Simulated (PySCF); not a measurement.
SMILES B[Si@H]1C[C@H]1Cl, C$_{2}$H$_{6}$BClSi

Molfile (atoms numbered from 1):
```
C2H6BClSi
     RDKit          3D

 11 11  0  0  0  0  0  0  0  0999 V2000
    2.1014   -0.2701   -0.0497 B   0  0  0  0  0  0  0  0  0  0  0  0
    0.4444    0.2969    0.6968 Si  0  0  1  0  0  4  0  0  0  0  0  0
   -1.0055    0.7913   -0.4654 C   0  0  0  0  0  0  0  0  0  0  0  0
   -1.2058   -0.5560    0.1400 C   0  0  1  0  0  0  0  0  0  0  0  0
   -1.1824   -1.9369   -0.9500 Cl  0  0  0  0  0  0  0  0  0  0  0  0
    3.1003   -0.1371    0.5458 H   0  0  0  0  0  0  0  0  0  0  0  0
    2.1620   -0.7543   -1.1131 H   0  0  0  0  0  0  0  0  0  0  0  0
    0.1269    0.8731    2.0109 H   0  0  0  0  0  0  0  0  0  0  0  0
   -0.8154    0.8094   -1.5279 H   0  0  0  0  0  0  0  0  0  0  0  0
   -1.7059    1.5554   -0.1618 H   0  0  0  0  0  0  0  0  0  0  0  0
   -2.0146   -0.6691    0.8484 H   0  0  0  0  0  0  0  0  0  0  0  0
  1  2  1  0
  2  3  1  0
  3  4  1  0
  4  5  1  0
  4  2  1  0
  1  6  1  0
  1  7  1  0
  2  8  1  1
  3  9  1  0
  3 10  1  0
  4 11  1  1
M  END
```

Theory: TDDFT LC-wPBE/def2-SVPD circular dichroism and optical rotation, one conformer, gas phase (PySCF 2.14.0). Geometry: GFN2-xTB.

Stereocentres: Si2 S, C4 R.

(1) What is the specific rotation at 633, 589.3, 546, 436, 405, 365, 355 nm?

(2) And for the mirror image at 589.3 nm?

(3) What is the molar rotation [Φ] = [α]·M/100 of the geometry above at 589.3 nm?

Results:

(1) [α] in deg dm⁻¹ (g/mL)⁻¹:
| λ (nm) | origin-invariant length gauge | modified velocity gauge | length gauge (centre of mass) | isotropic polarisability (au) |
| --- | --- | --- | --- | --- |
| 633 | -352.2 | -401.6 | -341.7 | 85.5 |
| 589.3 | -436.2 | -495.8 | -423.2 | 86.3 |
| 546 | -556.8 | -630.1 | -540.0 | 87.3 |
| 436 | -1325.3 | -1474.1 | -1284.4 | 92.5 |
| 405 | -1909.0 | -2106.6 | -1849.0 | 95.6 |
| 365 | -3653.4 | -3975.7 | -3533.8 | 103.2 |
| 355 | -4536.2 | -4914.3 | -4385.2 | 106.6 |

(2) +436.2 deg dm⁻¹ (g/mL)⁻¹ (origin-invariant length gauge): the same size and the opposite sign.

(3) With M = 104.42 g/mol, -455.5 deg cm² dmol⁻¹ (origin-invariant length gauge).

The first excitation lies at 4.19 eV (296 nm) with R = -39.1 × 10⁻⁴⁰ esu² cm² (velocity form).
